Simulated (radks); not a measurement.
Neutral scandium inside a hard spherical wall (all orbitals vanish at R), configuration held at [Ar] 3d1 4s2 and not refilled when levels cross. All-electron calculation, non-relativistic Kohn-Sham, PBE, spin-polarised, spherical densities, point nucleus; open shells are filled with parallel spins first. Program: a radial shooting solver on a logarithmic mesh with Libxc functionals. Eigenvalues in eV for spin up, with the zero of energy where the potential of the charges vanishes at infinity; a dash marks a level that is unbound or too diffuse for the functional's potential to be trusted. A positive occupied level is held by the wall or, in an anion where self-interaction has pushed it up, behind a barrier. The pressure on the wall is -dE/dV.

R (bohr)  E (hartree)  kinetic (hartree)    e(3s)    e(3p)   e(4s)   e(3d)  e(4p, empty)  e(5s, empty)  pressure (GPa)
free       -760.39089            759.667  -54.740  -33.923  -4.265  -3.651        -1.539             -               0
12         -760.39071            759.669  -54.720  -33.904  -4.251  -3.633        -1.490         0.940         0.00319
10         -760.38940            759.680  -54.628  -33.812  -4.181  -3.549        -1.338         2.137          0.0357
8          -760.37975            759.742  -54.206  -33.394  -3.839  -3.168        -0.740         5.232           0.404
5          -760.17090            760.566  -50.664  -29.924   0.416   0.097         5.280        26.336            21.2
4          -759.74605            761.931  -47.078  -26.450   7.293   3.767        14.042        52.105             107
3          -758.12533            766.971  -39.052  -18.478  29.790  13.140        40.152        119.86             834
